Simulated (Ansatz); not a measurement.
Ansatz (a first-principles code) input:
A basis named .json is the Basis Set Exchange file of that set.

Ansatz 0.2 input:
```yaml
crystal:
  periodic: [false, false, false]
  atoms:
    - {symbol: N, position_ang: [1.31669301, -0.88706795, -0.03771613]}
    - {symbol: Si, position_ang: [0.14407515, 0.41633171, -0.00338902]}
    - {symbol: N, position_ang: [-1.49136570, -0.08019270, 0.04116007]}
    - {symbol: H, position_ang: [2.28599137, -0.55730127, -0.06406863]}
    - {symbol: H, position_ang: [0.40346141, 1.21692581, 1.22046965]}
    - {symbol: H, position_ang: [0.33543646, 1.22045876, -1.23741607]}
    - {symbol: H, position_ang: [-1.93259514, -0.46775793, -0.77809938]}
    - {symbol: H, position_ang: [-1.88663735, -0.47014479, 0.88245311]}
basis:
  gaussian:
    orbitals: cc-pV_Q+d_Z.json
hamiltonian:
  xc: pbe
magnetization: {spin_polarized: true, initial_magnetization: 1}
correlation: {method: rpa, electrons: outside_noble_gas}
```

Task: Predict the final energy.

Result: -401.74224 Eh (RPA@PBE/cc-pV(Q+d)Z). The basis has 324 functions.

It need not be the lowest isomer of its formula.
